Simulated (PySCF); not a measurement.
# Which determinant of HBr lies lowest?

Unrestricted PBE0; basis H 6-31G(d,p), Br 6-31G(d,p); no relativity; PySCF 2.14. Outer shells of the fragments: H 1s1; Br 3d10 4s2 4p5.

Followed along the bond (rough minima from three points):

| 2Ms+1 | unpaired | ⟨S²⟩ at the start | R at minimum (Å) | Te (eV) |
| --- | --- | --- | --- | --- |
| 1 | none | 0.00 | 1.42 | 0.00 |
| 3 | σ ↑, π ↑ | 2.00 | none in the scan | ≤ 5.67 |

Solutions found at the starting distance of 1.435 Å, counted from the lowest of them; the search is not exhaustive and high or unbound solutions are not listed, so other states can lie among these:

```tsv
2Ms+1	unpaired	term	E (eV)	⟨S²⟩	⟨Lz²⟩	μ (D)
1	none	¹Σ⁺	0.00	0.00	0.00	-1.15
3	σ ↑, π ↑	³Π	6.44	2.00	1.01	0.67
3	σ ↑↑	³Σ⁺	8.92	2.00	0.00	0.05
```

A term symbol is given only where ⟨S²⟩ and ⟨Lz²⟩ are close to those of a pure state; real π, δ and φ orbitals otherwise mix terms. A positive dipole means H(−)Br(+).

The measured ground state is X ¹Σ+ (Huber and Herzberg, Constants of Diatomic Molecules (1979)).

Counting both spins, an empty level lies below a filled one in some of these solutions, because spin and occupation are held.
